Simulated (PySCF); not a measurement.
## Two-dimensional NMR puzzle

Compound of formula C₅H₁₃AlN₂Si₂. Correlations simulated from computed shifts and the bond graph:

HSQC (one-bond C–H):
```tsv
δH	δC
8.98	160.0
8.15	152.0
7.68	134.1
```

COSY cross peaks (H two or three bonds apart, from the bond graph; peaks can be absent where the dihedral angle is near 90°):
```tsv
δH	δH
8.98	7.68
8.15	7.68
```

HMBC (two and three bonds, from the bond graph):
```tsv
δH	δC
8.98	160.0, 152.0, 134.1
8.15	160.0, 134.1
7.68	160.0, 152.0, 134.1
4.33	160.0
```

PySCF calculation with PBE0-D3(BJ)/def2-SVP geometry and σ from GIAO-CAM-B3LYP/pcSseg-1; fast rotation and ring inversion assumed for equivalent nuclei, one conformer, isolated molecule, non-relativistic.

Chemical shifts δ = σref − σ; TMS for ¹H, ¹³C, all at this level.

Exchangeable hydrogens are left out of these lists.

Assemble the structure.

Results:

SMILES [SiH3][N]([SiH3])[AlH2-][N+]1=CC=CC=C1.

Numbering as in the mapped SMILES `[SiH3:1][N:2]([SiH3:3])[AlH2-:4][n+:5]1[cH:6][cH:7][cH:8][cH:9][cH:10]1`; H(Xn) means a hydrogen on atom n.

1. δC 160.0 is C6/C10, an aromatic CH next to a ring nitrogen (δH 8.98).
2. δC 152.0 is C8, an aromatic CH (δH 8.15).
3. δC 134.1 is C7/C9, an aromatic CH (δH 7.68).
4. COSY links 8.98–7.68, 8.15–7.68.

This is the structure that produced the data.

Hydrides on Al or Ga are broadened by the quadrupolar metal nucleus. Shifts are as computed, not scaled to solution data. Of 1211 compounds with measured shifts, 218 miss one by over three times the rms of a fit or turn the order of signals round; such compounds aren't used in these exercises.
